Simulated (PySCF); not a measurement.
Mayer bond orders and bond lengths

Compound: C₅H₈P₂Si.
SMILES with atom numbers: `[CH3:1][c:2]1[cH:3][cH:4][p:5][c:6]([SiH3:7])[p:8]1` (hydrogens: H9, H10, H11 on C1; H12 on C3; H13 on C4; H14, H15, H16 on Si7)

Geometry (GFN2-xTB, Å), atoms numbered from 1 in this order:
```
atom  x, y, z in Å
C1    -2.3379   -1.4676   -0.2192
C2    -1.2246   -0.4628   -0.0957
C3    -1.5646    0.8762    0.0019
C4    -0.7045    1.9481    0.1224
P5     1.0288    1.9382    0.1856
C6     1.4463    0.2550    0.0593
Si7    3.3069   -0.1369    0.1347
P8     0.3958   -1.1202   -0.0942
H9    -2.9302   -1.2733   -1.1138
H10   -3.0040   -1.4074    0.6420
H11   -1.9394   -2.4791   -0.2803
H12   -2.6272    1.1025   -0.0198
H13   -1.1485    2.9360    0.1859
H14    3.7237   -0.1969    1.5394
H15    4.0375    0.9297   -0.5518
H16    3.5342   -1.4325   -0.5078
```

Bond orders from the PBE0/pcSseg-1 density (PySCF). Isolated species at its GFN2-xTB geometry, gas phase.

**Question.** Where do the orders between heavy atoms depart from those drawn in the SMILES?

**Answer.** The largest departure is 0.208, at P5–C6 (drawn aromatic, 1.292), P8–C2 (drawn aromatic, 1.292) and C6–P8 (drawn aromatic, 1.295), counting aromatic bonds as 1.5. Drawn single, order below 0.88: C6–Si7 (0.829). The bonds drawn aromatic range from 1.29 to 1.48.

**Question.** Set the Mayer orders of the bonds between heavy atoms beside their lengths.

**Answer.** 
| bond | drawn as | length (Å) | Mayer order |
| --- | --- | --- | --- |
| C1–C2 | single | 1.505 | 1.058 |
| C2–C3 | aromatic | 1.385 | 1.382 |
| C3–C4 | aromatic | 1.380 | 1.480 |
| C4–P5 | aromatic | 1.734 | 1.314 |
| P5–C6 | aromatic | 1.739 | 1.292 |
| C6–Si7 | single | 1.903 | 0.829 |
| C6–P8 | aromatic | 1.737 | 1.295 |
| P8–C2 | aromatic | 1.749 | 1.292 |

By pair of heavy elements: C–C: lowest C1–C2 (1.058, 1.505 Å), highest C3–C4 (1.480, 1.380 Å). C–P: lowest P5–C6, P8–C2 and C6–P8 (1.292, 1.739 Å), highest C4–P5 (1.314, 1.734 Å). Bonds named together lie within 0.004.

**Question.** And the bonds to hydrogen?

**Answer.** C–H: 0.93 to 0.96 (5 bonds); H–Si: 0.94 (3 bonds).

**Question.** Sum the orders of all bonds at each heavy atom with more than one neighbour and set the sums beside the valence in the SMILES.

**Answer.** C1 3.911 (drawn 4), C2 3.732 (drawn 4), C3 3.823 (drawn 4), C4 3.722 (drawn 4), P5 2.606 (drawn 3), C6 3.416 (drawn 4), Si7 3.659 (drawn 4), P8 2.587 (drawn 3). Orders between atoms that aren't bonded are not in these sums.

Mayer orders depend on the basis set.

The run behind these numbers computed NMR shieldings as well. On an Arm Neoverse V1 with one thread, no GPU, shared host, this took 31 s and 0.88 GiB of memory at its peak.
